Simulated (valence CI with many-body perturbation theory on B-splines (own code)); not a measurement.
**E1 line list for Pb+**

Calculated by valence CI with perturbative core correlation (CI+MBPT): three valence electrons over a frozen Dirac-Fock core [Xe] 4f14 5d10, a basis of 11 s, 11 p, 10 d, 8 f, 5 g, 2 h functions for each j, with the one-electron correlation potential Σ1, the two-electron term Σ2, the three-electron term Σ3, Breit, model QED; selected CI, second order for the rest, scaled by the run's own slope (own B-spline code, finite nucleus).

Against 17 measured levels this calculation errs by 215 cm⁻¹ on average and by 667 at most. These come from a selection out of the NIST Handbook of Basic Atomic Spectroscopic Data. Levels without a partner in it may be off by more.

Lines 151 to 200 of 228 in falling wavelength, among levels below 13.835 eV, chosen from the strongest by gf and those to the six lowest levels. Wavelengths and rates use the calculated energies, so an error of 200 cm⁻¹ moves a line at 2334 Å by 0.47 % and its rate by three times that or more. Electric multipoles are in the length gauge, E1 and E2 with the static RPA response of the core. Weak lines are less certain than strong ones. Lines between different terms over intervals too small for the method are left out, as are lines whose strength nearly cancels. The highest levels of a list are the least certain.

Names give the largest LS component (configuration and term), which can be under half, so a name can repeat, a term be missing and a line seem to break the LS rules; names also repeat where a configuration has a term twice.

| λ vac (Å) | λ from measured levels | Upper | Lower | A (s⁻¹) | S (a.u.) with core polarisation | S without |
| --- | --- | --- | --- | --- | --- | --- |
| 3316 |  | 6s2 8p 2P°_3/2 | 6s 6p2 4P_3/2 | 1.17e+04 | 8.43e-04 | 7.86e-04 |
| 3302 |  | 6s2 10s 2S_1/2 | 6s2 7p 2P°_3/2 | 1.20e+07 | 4.27e-01 | 4.23e-01 |
| 3254 |  | 6s2 9p 2P°_3/2 | 6s 6p2 4P_5/2 | 2.19e+05 | 1.49e-02 | 1.50e-02 |
| 3220 |  | 6s 6p2 2P_3/2 | 6s2 7p 2P°_1/2 | 3.27e+06 | 2.15e-01 | 2.19e-01 |
| 3159 |  | 6s2 9d 2D_3/2 | 6s2 7p 2P°_3/2 | 3.44e+06 | 2.14e-01 | 2.22e-01 |
| 3153 |  | 6s2 9d 2D_5/2 | 6s2 7p 2P°_3/2 | 2.03e+07 | 1.88e+00 | 1.93e+00 |
| 3040 |  | 6s2 6f 2F°_5/2 | 6s2 6d 2D_3/2 | 4.11e+07 | 3.42e+00 | 3.63e+00 |
| 3023 |  | 6s2 10s 2S_1/2 | 6s2 7p 2P°_1/2 | 8.12e+06 | 2.21e-01 | 2.18e-01 |
| 2952 |  | 6s2 6f 2F°_7/2 | 6s2 6d 2D_5/2 | 3.39e+07 | 3.44e+00 | 3.66e+00 |
| 2950 |  | 6s2 6f 2F°_5/2 | 6s2 6d 2D_5/2 | 2.34e+06 | 1.78e-01 | 1.91e-01 |
| 2944 |  | 6s2 11s 2S_1/2 | 6s2 7p 2P°_3/2 | 6.60e+06 | 1.66e-01 | 1.64e-01 |
| 2927 |  | 6s2 9p 2P°_1/2 | 6s2 6d 2D_3/2 | 1.95e+05 | 4.83e-03 | 5.29e-03 |
| 2919 |  | 6s2 7f 2F°_7/2 | 6s 6p2 4P_5/2 | 1.02e+06 | 1.00e-01 | 1.09e-01 |
| 2918 |  | 6s2 7f 2F°_5/2 | 6s 6p2 4P_5/2 | 7.29e+04 | 5.37e-03 | 5.95e-03 |
| 2903 |  | 6s2 9d 2D_3/2 | 6s2 7p 2P°_1/2 | 2.11e+07 | 1.02e+00 | 1.05e+00 |
| 2877 |  | 6s2 9p 2P°_3/2 | 6s2 6d 2D_3/2 | 2.00e+05 | 9.40e-03 | 9.48e-03 |
| 2864 |  | 6s2 8p 2P°_1/2 | 6s2 7s 2S_1/2 | 3.60e+05 | 8.35e-03 | 1.43e-02 |
| 2808 |  | 6s2 10p 2P°_3/2 | 6s 6p2 4P_5/2 | 2.06e+05 | 8.99e-03 | 9.06e-03 |
| 2797 |  | 6s2 9p 2P°_3/2 | 6s2 6d 2D_5/2 | 2.48e+06 | 1.07e-01 | 1.06e-01 |
| 2773 |  | 6s2 8p 2P°_3/2 | 6s2 7s 2S_1/2 | 7.77e+06 | 3.27e-01 | 3.63e-01 |
| 2720 |  | 6s2 11s 2S_1/2 | 6s2 7p 2P°_1/2 | 4.55e+06 | 9.03e-02 | 8.84e-02 |
| 2693 |  | 6s2 6f 2F°_5/2 | 6s 6p2 4P_3/2 | 2.71e+06 | 1.57e-01 | 1.69e-01 |
| 2669 |  | 6s2 8p 2P°_1/2 | 6s 6p2 4P_1/2 | 5.87e+04 | 1.10e-03 | 1.27e-03 |
| 2612 |  | 6s2 7f 2F°_5/2 | 6s2 6d 2D_3/2 | 1.24e+07 | 6.56e-01 | 7.15e-01 |
| 2604 |  | 6s2 9p 2P°_1/2 | 6s 6p2 4P_3/2 | 5.00e+05 | 8.71e-03 | 8.86e-03 |
| 2589 |  | 6s2 8p 2P°_3/2 | 6s 6p2 4P_1/2 | 9.28e+04 | 3.18e-03 | 3.52e-03 |
| 2564 |  | 6s2 9p 2P°_3/2 | 6s 6p2 4P_3/2 | 5.35e+03 | 1.78e-04 | 1.55e-04 |
| 2546 |  | 6s2 7f 2F°_7/2 | 6s2 6d 2D_5/2 | 1.22e+07 | 7.92e-01 | 8.67e-01 |
| 2545 |  | 6s2 10p 2P°_1/2 | 6s2 6d 2D_3/2 | 2.90e+05 | 4.71e-03 | 5.01e-03 |
| 2545 |  | 6s2 7f 2F°_5/2 | 6s2 6d 2D_5/2 | 8.69e+05 | 4.24e-02 | 4.68e-02 |
| 2523 |  | 6s2 10p 2P°_3/2 | 6s2 6d 2D_3/2 | 1.83e+05 | 5.81e-03 | 5.87e-03 |
| 2461 |  | 6s2 10p 2P°_3/2 | 6s2 6d 2D_5/2 | 2.28e+06 | 6.70e-02 | 6.59e-02 |
| 2351 |  | 6s2 7f 2F°_5/2 | 6s 6p2 4P_3/2 | 1.19e+06 | 4.58e-02 | 5.04e-02 |
| 2334 | 2282 | 6s 6p2 4P_1/2 | 6s2 6p 2P°_3/2 | 1.16e+06 | 1.46e-02 | 2.86e-02 |
| 2297 |  | 6s2 10p 2P°_1/2 | 6s 6p2 4P_3/2 | 6.39e+05 | 7.64e-03 | 7.73e-03 |
| 2279 |  | 6s2 10p 2P°_3/2 | 6s 6p2 4P_3/2 | 5.08e+02 | 1.19e-05 | 7.16e-06 |
| 2257 |  | 6s2 9p 2P°_1/2 | 6s2 7s 2S_1/2 | 7.13e+04 | 8.09e-04 | 9.97e-05 |
| 2227 |  | 6s2 9p 2P°_3/2 | 6s2 7s 2S_1/2 | 1.67e+06 | 3.63e-02 | 4.37e-02 |
| 2202 | 2204 | 6s2 7s 2S_1/2 | 6s2 6p 2P°_3/2 | 5.04e+08 | 5.32e+00 | 5.29e+00 |
| 2134 |  | 6s2 9p 2P°_1/2 | 6s 6p2 4P_1/2 | 8.89e+04 | 8.52e-04 | 9.58e-04 |
| 2107 |  | 6s2 9p 2P°_3/2 | 6s 6p2 4P_1/2 | 1.16e+05 | 2.14e-03 | 2.30e-03 |
| 2023 |  | 6s2 10p 2P°_1/2 | 6s2 7s 2S_1/2 | 1.85e+05 | 1.51e-03 | 6.58e-04 |
| 2009 |  | 6s2 10p 2P°_3/2 | 6s2 7s 2S_1/2 | 4.61e+05 | 7.37e-03 | 9.48e-03 |
| 1949 | 1921 | 6s 6p2 4P_3/2 | 6s2 6p 2P°_3/2 | 3.27e+05 | 4.77e-03 | 1.61e-02 |
| 1923 |  | 6s2 10p 2P°_1/2 | 6s 6p2 4P_1/2 | 1.13e+05 | 7.94e-04 | 8.65e-04 |
| 1911 |  | 6s2 10p 2P°_3/2 | 6s 6p2 4P_1/2 | 1.32e+05 | 1.82e-03 | 1.90e-03 |
| 1833 | 1822 | 6s2 6d 2D_5/2 | 6s2 6p 2P°_3/2 | 1.93e+08 | 3.52e+00 | 3.40e+00 |
| 1800 | 1797 | 6s2 6d 2D_3/2 | 6s2 6p 2P°_3/2 | 1.32e+08 | 1.52e+00 | 1.75e+00 |
| 1747 | 1727 | 6s 6p2 4P_1/2 | 6s2 6p 2P°_1/2 | 4.04e+07 | 2.12e-01 | 3.37e-01 |
| 1679 | 1672 | 6s 6p2 4P_5/2 | 6s2 6p 2P°_3/2 | 6.15e+08 | 8.61e+00 | 1.01e+01 |
